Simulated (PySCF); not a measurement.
Gas-phase reaction: 2 TiCl4.NH3 → 2 TiCl3NH2 + Cl2 + 2 H. Level: ωB97X-V/def2-TZVP†; standard pressure 1 bar.

Energies from PySCF, thermal terms from the rigid-rotor harmonic-oscillator model, ideal gas at 1 bar. † marks an energy on the PBE0/def2-TZVP geometry and frequencies. Open shells (unrestricted): H (multiplicity 2); the rest are closed-shell singlets. Adducts (TiCl4.NH3) have no counterpoise correction, and HF, PBE, BLYP, B3LYP and PBE0 lack dispersion. TiCl4.NH3, TiCl3NH2: computed as isolated molecules; such fragments, hydroxides, amides, oligomers or adducts are transient or little studied in the gas. The harmonic model lacks anharmonicity and excited electronic states, which grow with temperature; levels with a mode under 35 cm⁻¹ are left out. Soft modes under 120 cm⁻¹ make the harmonic entropy rough for TiCl4.NH3, TiCl3NH2.

| T (K) | 1000/T (1/K) | log10 K |
|---|---|---|
| 1200 | 0.8333 | -14.87 |
| 1400 | 0.7143 | ? |
| 1600 | 0.6250 | -5.53 |
| 1800 | 0.5556 | -2.43 |
| 2000 | 0.5000 | 0.05 |
| 2500 | 0.4000 | 4.49 |

Problem. Fit log10 K = a + b·(1000/T) to the five rows, get the mean ΔH° and ΔS°, and predict log10 K at 1400 K.

Solution. Means: 1000/T = 0.5828, log10 K = -3.658. Sums of products about the means: Sxy = -4.71748, Sxx = 0.105543, so b = Sxy/Sxx = -44.70 and a = -3.658 − (-44.70)×0.5828 = 22.39.
ΔH° = −R ln 10 × 1000 K × b = −19.145 × (-44.70) = 856 kJ; ΔS° = R ln 10 × a = 429 J/K. The run's own values go from 859 kJ and 431 J/K at 1200 K to 847 kJ and 425 J/K at 2500 K.
Prediction at 1400 K: 22.39 + (-44.70)×0.7143 = -9.54. The computed value is -9.53, 0.01 from the line.
For scale, ΔH°(298 K) is 848 kJ at this level, 857 kJ at ωB97M-V/def2-TZVP†, and runs from 729 to 926 kJ over the 17 levels computed.
